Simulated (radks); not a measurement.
Question: Ionisation ladder of xenon, from Xe to Xe21+. Each ion is in the ground configuration listed by NIST, and IE = E(next ion) - E(this ion). Method: scalar-relativistic Kohn-Sham, LDA (Slater exchange, VWN5 correlation), spin-polarised, spherical densities, finite nucleus; open shells are filled with parallel spins first (spin-orbit coupling, left out, can overturn this in heavy ions); Fermi nuclear charge, rms radius 4.7859 fm; computed with a radial shooting solver on a logarithmic mesh with Libxc functionals.

species      configuration  IE, Delta-SCF (eV)  -e(HOMO) (eV)     HOMO
Xe                    [Xe]              12.549          8.386       5p
Xe+      [Kr] 4d10 5s2 5p5              21.414         16.866  5p down
Xe2+     [Kr] 4d10 5s2 5p4              30.881         26.075  5p down
Xe3+     [Kr] 4d10 5s2 5p3              43.498         38.158    5p up
Xe4+     [Kr] 4d10 5s2 5p2                   ?         48.940    5p up
Xe5+     [Kr] 4d10 5s2 5p1              65.758         60.105    5p up
Xe6+         [Kr] 4d10 5s2              93.128         86.783       5s
Xe7+         [Kr] 4d10 5s1                   ?         101.02    5s up
Xe8+             [Kr] 4d10              180.01         168.00       4d
Xe9+              [Kr] 4d9              204.63         192.25  4d down
Xe10+             [Kr] 4d8              229.96         217.24  4d down
Xe11+             [Kr] 4d7              255.94         242.91  4d down
Xe12+             [Kr] 4d6                   ?         269.20  4d down
Xe13+             [Kr] 4d5              316.72         302.74    4d up
Xe14+             [Kr] 4d4              345.26         330.98    4d up
Xe15+             [Kr] 4d3              374.40         359.83    4d up
Xe16+             [Kr] 4d2              404.10         389.27    4d up
Xe17+             [Kr] 4d1              434.31         419.24    4d up
Xe18+                 [Kr]              556.11         540.37       4p
Xe19+    [Ar] 3d10 4s2 4p5                   ?         572.28  4p down
Xe20+    [Ar] 3d10 4s2 4p4              619.93         604.26  4p down
Xe21+    [Ar] 3d10 4s2 4p3              660.42         643.94    4p up

Estimate the withheld Delta-SCF values.

Answer: Xe4+: 54.481 eV (NIST 54.1); Xe7+: 107.51 eV (NIST 105.98); Xe12+: 282.50 eV (NIST 281); Xe19+: 588.06 eV (NIST 582).
